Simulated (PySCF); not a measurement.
## Diatomic cations of Bi with group 13

PBE0 with double-zeta basis sets in PySCF, for the lowest determinant that a PBE0 search found; no spin–orbit coupling. De refers to high-spin ground-configuration atoms (the charge goes to the atom of lower measured ionisation energy or higher electron affinity, which is not always the lowest computed limit). A positive dipole points towards Bi; it is taken about the centre of mass and depends on that origin.

```csv
M,basis,charged atom,state (unpaired electrons),Re (Å),ωe (cm⁻¹),De (eV),μ (D)
B,aug-cc-pVDZ-PP/aug-cc-pVDZ,Bi+,"quartet (σ ↑, π ↑↑)",2.284,477,n/a,-2.06
Al,cc-pV(D+d)Z/cc-pVDZ-PP,Al+,"quartet (σ ↑, π ↑↑)",2.877,177,n/a,-6.51
Ga,cc-pVDZ-PP,Ga+,"quartet (σ ↑, π ↑↑)",2.989,101,n/a,-5.04
In,def2-SVP,In+,"quartet (σ ↑, π ↑↑)",3.197,76.6,n/a,-4.70
Tl,def2-SVP,Tl+,"quartet (σ ↑, π ↑↑)",3.338,58.1,n/a,-3.20
```

The shortest bond is that of BiB⁺ (2.284 Å), the longest that of TlBi⁺ (3.338 Å).

The rows differ in basis set, which adds steps of its own.

Down a group the atoms grow and get heavier, so bonds lengthen and wavenumbers fall; this series shows no clear exception.

Spin–orbit coupling is left out, which matters for elements this heavy, above all for dissociation energies. States were picked by a PBE0 search and need not be the measured ground states.
